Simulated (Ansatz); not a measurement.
C$_{2}$H$_{5}$AlF$_{2}$O at its PBE0-D4/def2-TZVP geometry, where that method's forces vanish. Total charge 0; spin multiplicity 1. The bonds changed during the relaxation, so this is another structure than the one it started from.

```xyz
11

O    -0.0856    0.9181   -1.8808
C     0.5256    0.0026   -1.4290
F     1.8042   -0.1911   -1.8022
F     1.2746    0.8962    1.7475
C     0.0804   -0.9637   -0.4194
Al    0.0042   -0.0759    1.3468
H    -1.0418    1.4636    0.1444
H    -0.9516   -1.2547   -0.6315
H     0.7180   -1.8472   -0.3825
H    -1.0237   -0.5109    2.4542
H    -1.3042    1.5630    0.8524
```

**Question.** What forces (eV/Å) does r2SCAN-D4/def2-TZVPP give on these atoms in Ansatz 0.2.0? (An estimate is asked.)

**Answer.** The calculation gave: 
```
O1  -0.267  0.412 -0.197
C2  -0.205 -0.271  0.291
F3   0.469 -0.076 -0.112
F4   0.027  0.011 -0.002
C5   0.002 -0.073  0.043
Al6 -0.063  0.006  0.006
H7  -0.037  0.014  0.088
H8   0.006  0.005  0.007
H9  -0.006 -0.005 -0.005
H10  0.030 -0.002 -0.022
H11  0.045 -0.020 -0.097
```
